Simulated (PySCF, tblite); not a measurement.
C2H10SSi2.
Z-matrix (Å and degrees, GFN2-xTB geometry), rows numbered from 1:
```
C 
S   1  1.8183
Si  2  2.1466  1   99.21
C   3  1.8866  2  107.29  1  -179.12
Si  4  1.9046  3  115.62  2    71.22
H   1  1.0848  2  107.01  3  -176.73
H   1  1.0856  2  109.58  3    64.00
H   1  1.0856  2  109.67  3   -57.36
H   3  1.4666  2  106.67  1    59.47
H   3  1.4637  2  107.44  1   -57.14
H   4  1.0891  3  107.74  2  -166.62
H   4  1.0899  3  109.07  2   -51.55
H   5  1.4602  4  110.46  3   -61.02
H   5  1.4662  4  108.44  3   178.63
H   5  1.4662  4  108.73  3    60.29
```

Method: PBE0/pcSseg-1 in PySCF (dipole) on a GFN2-xTB geometry, gas phase.

Masses are those of the commonest isotopes; rigid-rotor values at the optimised geometry. The values belong to one conformer with, in the numbering `[CH3:1][S:2][SiH2:3][CH2:4][SiH3:5]`, C1–S2–Si3–C4 -179°, S2–Si3–C4–Si5 71°.

**Question.** What are A, B and C (GHz)?

**Answer.** Ia = 100.95, Ib = 469.66, Ic = 521.60 u·Å²; 505379 MHz·u·Å²/I gives 5006, 1076 and 968.9 MHz, that is A = 5.0062, B = 1.0761, C = 0.9689 GHz.

**Question.** Classify the top.

**Answer.** A near-prolate asymmetric top: κ = (2 × 1076 − 5006 − 968.9)/(5006 − 968.9) = -0.95.

**Question.** Is it planar, by Δ = Ic − Ia − Ib?

**Answer.** Not planar: Δ = Ic − Ia − Ib = -49.00 u·Å². For a rigid frame Δ = −2 Σ m c², so Σ m c² = 24.50 u·Å² lies off the ab plane: 11.20 from hydrogen and 13.30 from heavier atoms. The atom farthest from that plane is 1.65 Å away.

**Question.** Give the coordinates in the principal-axis frame, origin at the centre of mass.

**Answer.** The sense of each axis is arbitrary; atoms in the order of the calculation.
```
atom  mass (u)   a (Å)   b (Å)   c (Å)
  C1    12.000   2.992   0.203  -0.463
  S2    31.972   1.442   0.675   0.364
 Si3    27.977   0.246  -1.032  -0.149
  C4    12.000  -1.467  -0.760   0.594
 Si5    27.977  -2.522   0.587  -0.242
  H6     1.008   3.722   0.972  -0.231
  H7     1.008   2.831   0.155  -1.536
  H8     1.008   3.329  -0.757  -0.087
  H9     1.008   0.931  -2.206   0.402
 H10     1.008   0.231  -1.135  -1.609
 H11     1.008  -2.002  -1.707   0.550
 H12     1.008  -1.362  -0.514   1.650
 H13     1.008  -1.860   1.885  -0.149
 H14     1.008  -3.822   0.644   0.433
 H15     1.008  -2.730   0.219  -1.646
```

**Question.** List the rotational levels J(Ka,Kc) to J = 2 (cm⁻¹).

**Answer.** Above 0(0,0):
J = 1: 1(0,1) 0.0682, 1(1,1) 0.1993, 1(1,0) 0.2029
J = 2: 2(0,2) 0.2046, 2(1,2) 0.3322, 2(1,1) 0.3429, 2(2,1) 0.7362, 2(2,0) 0.7362
Those of J = 1 are B + C, A + C and A + B.

**Question.** Which types of transition are allowed, and where do some lines up to J = 2 fall?

**Answer.** The dipole components are |μa| = 0.26 D, |μb| = 1.37 D, |μc| = 0.43 D. Intensities carry the squares of the components, which stand as 0.04 : 1.00 : 0.10 (a : b : c). Some lines, for components of 0.1 D or more:

| type | branch | J(Ka,Kc) | MHz | lower level (cm⁻¹) |
| --- | --- | --- | --- | --- |
| a | R | 1(0,1) ← 0(0,0) | 2045 | 0.000 |
| c | Q | 2(1,2) ← 2(0,2) | 3825 | 0.205 |
| c | Q | 1(1,1) ← 1(0,1) | 3930 | 0.068 |
| a | R | 2(1,2) ← 1(1,1) | 3983 | 0.199 |
| b | Q | 1(1,0) ← 1(0,1) | 4037 | 0.068 |
| a | R | 2(0,2) ← 1(0,1) | 4088 | 0.068 |
| b | Q | 2(1,1) ← 2(0,2) | 4147 | 0.205 |
| a | R | 2(1,1) ← 1(1,0) | 4197 | 0.203 |
| b | R | 1(1,1) ← 0(0,0) | 5975 | 0.000 |
| c | R | 1(1,0) ← 0(0,0) | 6082 | 0.000 |
| b | R | 2(1,2) ← 1(0,1) | 7913 | 0.068 |
| c | R | 2(1,1) ← 1(0,1) | 8234 | 0.068 |
| c | Q | 2(2,1) ← 2(1,1) | 11791 | 0.343 |
| b | Q | 2(2,0) ← 2(1,1) | 11793 | 0.343 |
| b | Q | 2(2,1) ← 2(1,2) | 12112 | 0.332 |
| b | R | 2(2,1) ← 1(1,0) | 15988 | 0.203 |
| c | R | 2(2,0) ← 1(1,0) | 15990 | 0.203 |
| b | R | 2(2,0) ← 1(1,1) | 16097 | 0.199 |

Its GFN2-xTB frequencies are all real (lowest 38 cm⁻¹). These are rigid-rotor constants of the computed structure; measured ground-state constants (B0) also hold zero-point vibration. A rigid rotor knows nothing of internal rotation, which can split or shift real lines.

The run took about 50 s of CPU time (one thread, shared machine). This is the PBE0/pcSseg-1 job that gave the dipole, with the shieldings it also computed.
